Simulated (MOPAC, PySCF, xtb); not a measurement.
Breaking a bond: InCl, singlet.

- PM7, restricted, heats of formation (MOPAC)
- GFN1-xTB (xtb)
- PM3, restricted, heats of formation (MOPAC)
- UCCSD(T) = CCSD(T) on UHF/def2-SVP, 9 core orbitals frozen, def2 effective core potentials past Kr (PySCF 2.14.0)

Energies relative to the lowest point of each curve near equilibrium, in kcal/mol; the last columns give the difference from UCCSD(T):

```tsv
R / Å	PM7	GFN1-xTB	PM3	UCCSD(T)	PM7 − UCCSD(T)	GFN1-xTB − UCCSD(T)	PM3 − UCCSD(T)
1.80	148.2	198.3	52.9	126.6	21.6	71.7	-73.7
1.94	63.1	93.3	23.1	60.6	2.5	32.7	-37.5
2.03	37.7	57.1	12.0	34.9	2.8	22.2	-23.0
2.16	14.5	26.9	3.5	12.9	1.6	14.0	-9.4
2.25	5.7	14.9	1.0	4.9	0.8	10.0	-3.9
2.32	1.9	8.8	0.2	1.6	0.3	7.2	-1.3
2.41	0.0	3.7	0.0	0.0	0.0	3.7	0.0
2.48	0.4	1.4	0.1	0.4	0.0	1.0	-0.2
2.54	1.7	0.3	0.5	1.5	0.2	-1.2	-1.1
2.63	5.0	0.0	1.4	4.3	0.7	-4.3	-2.9
2.80	13.7	2.4	6.3	11.7	2.0	-9.2	-5.4
3.02	26.5	9.3	20.9	23.0	3.5	-13.7	-2.1
3.25	39.2	18.2	40.7	35.0	4.2	-16.8	5.7
3.65	67.5	32.9	64.8	53.6	13.9	-20.7	11.2
3.98	73.6	42.3	76.5	66.3	7.3	-24.0	10.2
4.31	78.4	49.5	85.2	78.4	0.0	-28.9	6.8
4.82	84.2	57.8	94.8	—	—	—	—
5.25	88.1	63.5	100.6	—	—	—	—
5.87	93.0	70.8	107.0	—	—	—	—
6.47	97.3	76.8	111.6	—	—	—	—
7.26	102.6	83.3	116.3	—	—	—	—
```

PM7 is furthest from UCCSD(T) at 1.80 (21.6 kcal/mol, above); its mean absolute difference over the points is 3.8 kcal/mol.

GFN1-xTB is furthest from UCCSD(T) at 1.80 (71.7 kcal/mol, above); its mean absolute difference over the points is 17.6 kcal/mol.

PM3 is furthest from UCCSD(T) at 1.80 (-73.7 kcal/mol, below); its mean absolute difference over the points is 12.1 kcal/mol.

Dashes: no converged value, or the column stops at the first point that the program doubted or that broke a chosen test of continuity, which isn't proof of a fault.

The restricted form behind PM7, PM3 keeps the bonding electrons paired and can't separate into open-shell fragments. The unrestricted determinant behind UCCSD(T) is spin-contaminated at 4.31 to 7.26 Å (<S²> up to 1.0, against 0.00 for a pure singlet).
